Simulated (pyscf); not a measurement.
# Cl–CH•–CH₂–Cl, doublet

Gas-phase minimum from PySCF at ωB97X-D3(BJ)/def2-SVP, one conformer. Other isomers of Cl–CH•–CH₂–Cl were not searched in full and may lie lower. 

```xyz
7

Cl    -0.7766    -1.4347     0.1041
C      0.1755    -0.3204    -0.7633
C     -0.2161     1.0998    -0.7737
Cl     0.2209     1.9258     0.7857
H      1.1902    -0.6485    -1.0018
H     -1.3013     1.2216    -0.8903
H      0.3088     1.6428    -1.5707
```
Charge 0, spin multiplicity 2.

Bonded distances (Å): Cl1–C2 1.703, C2–C3 1.473, C2–H5 1.093, C3–Cl4 1.818, C3–H6 1.098, C3–H7 1.098. Bond angles (°): Cl1–C2–C3 119.1, Cl1–C2–H5 115.7, C3–C2–H5 122.3, C2–C3–Cl4 111.6, C2–C3–H6 111.7, C2–C3–H7 110.8, Cl4–C3–H6 106.2, Cl4–C3–H7 106.4, H6–C3–H7 109.9.

Properties at ωB97X-D3(BJ)/def2-SVP:

- Harmonic wavenumbers, unscaled: 80, 260, 398, 529, 678, 765, 963, 1125, 1194, 1264, 1343, 1463, 3129, 3208, 3249 cm⁻¹
- Zero-point energy: 28.1 kcal/mol
- Rotational symmetry number: 1
- Entropy of this conformer at 298 K and 1 atm, rigid rotor and harmonic oscillator, modes under 100 cm⁻¹ raised to 100: 313.4 J/(mol K)
- Dipole moment: 1.87 D
- Spin expectation value S2: 0.755

Single-point totals, which compare only within one level (frozen core for MP2 and CC):

```tsv
level	total energy (hartree)
ωB97X-D3(BJ)/def2-TZVP	-998.46863
PBE/def2-TZVP	-997.93890
r²SCAN/def2-TZVP	-998.31239
B3LYP-D3(BJ)/def2-TZVP	-998.46033
PBE0-D3(BJ)/def2-TZVP	-998.02676
M06-2X/def2-TZVP	-998.34641
ωB97M-D3(BJ)/def2-TZVP	-998.53694
UHF/def2-TZVPP	-996.49101
MP2/def2-TZVPP	-997.18070
CCSD/def2-TZVPP	-997.23245
CCSD(T)/def2-TZVPP	-997.26478
```

Soft torsions are taken as harmonic, which can shift the entropy by several J/(mol K). The CCSD(T) − MP2 part came from Ansatz, without density fitting, on the same reference.
